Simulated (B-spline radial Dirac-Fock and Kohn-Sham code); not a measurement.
**Photoemission from Pr at 1360 eV, detector at θ = 90°, φ = 0°**

System: atomic praseodymium in the configuration 1s2 2s2 2p6 3s2 3p6 3d10 4s2 4p6 4d10 4f3 5s2 5p6 6s2. Calculated with a radial atomic solver, using Dirac-Hartree-Slater photoionisation with a Latter tail; cross sections with all multipoles, angular parameters from the dipole term and its interference with E2. Thresholds are tabulated edges, those marked * orbital energies of the model. For linearly polarised light dσ/dΩ = σ/(4π) [1 + β P₂(cos θ) + (δ + γ cos²θ) sin θ cos φ], with θ from the polarisation vector and φ the angle between the beam and the projection of the electron momentum on the plane normal to the polarisation. The dipole factor is 1 + βP₂ and the non-dipole term is the rest of the bracket. Open shells are filled statistically over j.

```csv
subshell,threshold (eV),σ (kb),β,γ,δ,dipole factor,non-dipole term,dσ/dΩ (kb/sr)
3p1/2,1337.0,86.0,0.20,-0.30,0.138,0.899,+0.138,7.10
3p3/2,1242.0,203,0.79,0.22,0.143,0.606,+0.143,12.1
3d3/2,948.3,382,0.87,-0.12,0.013,0.566,+0.013,17.6
3d5/2,928.8,556,0.93,-0.12,0.014,0.536,+0.014,24.3
4s,304.5,20.4,1.97,0.25,0.000,0.013,0.000,≈ 0
4p1/2,236.3,23.9,1.67,0.04,0.000,0.165,0.000,0.313
4p3/2,217.6,50.3,1.67,0.01,0.001,0.163,+0.001,0.655
4d3/2,115.1,51.1,1.35,0.06,0.025,0.326,+0.025,1.43
4d5/2,115.1,73.9,1.34,0.08,0.025,0.329,+0.025,2.08
4f5/2,6.94*,2.09,1.05,0.45,0.108,0.474,+0.108,0.0967
4f7/2,6.52*,2.67,1.04,0.46,0.109,0.479,+0.109,0.125
5s,42.69*,3.78,1.98,0.17,0.000,0.012,0.000,≈ 0
5p1/2,26.65*,3.62,1.71,0.01,-0.002,0.143,-0.002,0.0408
5p3/2,23.63*,7.28,1.72,-0.01,0.000,0.142,0.000,0.0821
6s,4.69*,0.321,1.98,0.16,0.000,0.012,0.000,≈ 0
```
